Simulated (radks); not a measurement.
All-electron atom: S XVI in 1s1.

Method: scalar-relativistic Kohn-Sham, PBEsol, spin-polarised, spherical densities, finite nucleus; open shells are filled with parallel spins first; Fermi nuclear charge, rms radius 3.2611 fm; computed with a radial shooting solver on a logarithmic mesh with Libxc functionals.

Energy parts (eV):
| part | energy |
|---|---|
| total | -3486.641 |
| kinetic | 3510.404 |
| electron-nucleus | -7005.387 |
| Hartree | 136.471 |
| exchange-correlation | -128.129 |

Orbitals (lengths in bohr, moments of r in powers of bohr; <r^-3> diverges for s and p1/2; r(90%) holds 90 % of the orbital's charge):
| orbital | occ. | eigenvalue (eV) | <r> | <r^4> | r(90%) | <r^-3> |
|---|---|---|---|---|---|---|
| 1s up | 1 | -3387.327 | 0.09356 | 0.0003445 | 0.166 | - |

The highest occupied level is 1s up at -3387.3 eV. The spin density at the nucleus is 1440 e/bohr^3 (1s 1440).
